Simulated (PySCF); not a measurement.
PBE0 on Kr²⁺ (krypton, charge +2)

Configuration: [Ar] 3d10 4s2 4p4, high-spin 3P determinant. Calculation: PySCF 2.14, in def2-TZVP; the non-relativistic Hamiltonian (point nucleus).

```json
{"Total energy": "-2752.039 hartree", "One-electron energy": "-3797.171 hartree", "Hartree (Coulomb) energy": "1139.648 hartree", "Exchange-correlation energy": "-94.517 hartree", "Kinetic energy": "2748.84708 hartree", "⟨S²⟩": "2.0030", "⟨L²⟩": "2.014", "Sum of ⟨r⟩": "21.34 bohr", "Sum of ⟨r²⟩": "26.02 bohr²", "Traceless quadrupole moment −½Σ⟨3z² − r²⟩ along its main axis": "-1.30 e·bohr²", "Density at the nucleus (Gaussians lack the cusp)": "31400 bohr⁻³", "Spin density at the nucleus": "-0.501 bohr⁻³", "Langevin diamagnetic susceptibility": "-20.6 ×10⁻⁶ cm³/mol", "Time after the integrals": "0.9 s of wall time on 1 thread of Intel(R) Xeon(R) Platinum 8259CL CPU @ 2.50GHz (shared host)"}
```

| shell | electrons | mean orbital energy (eV) | spread (eV) | rms radius, mean of both spins (bohr) |
| --- | --- | --- | --- | --- |
| 1s α | 1 | -13990.6 | 0 | 0.0491 |
| 1s β | 1 | -13990.3 | 0 | 0.0491 |
| 2s α | 1 | -1857.1 | 0 | 0.203 |
| 2s β | 1 | -1857.0 | 0 | 0.203 |
| 2p α | 3 | -1681.1 | 0.305 | 0.179 |
| 2p β | 3 | -1680.9 | 0.104 | 0.179 |
| 3s α | 1 | -290.51 | 0 | 0.578 |
| 3s β | 1 | -290.19 | 0 | 0.578 |
| 3p α | 3 | -227.48 | 0.820 | 0.588 |
| 3p β | 3 | -227.09 | 0.417 | 0.588 |
| 3d α | 5 | -114.45 | 0.790 | 0.611 |
| 3d β | 5 | -114.12 | 0.520 | 0.611 |
| 4s α | 1 | -48.802 | 0 | 1.64 |
| 4s β | 1 | -45.491 | 0 | 1.64 |
| 4p α | 3 | -33.589 | 1.710 | 1.86 |
| 4p β | 1 | -31.453 | 0 | 1.86 |
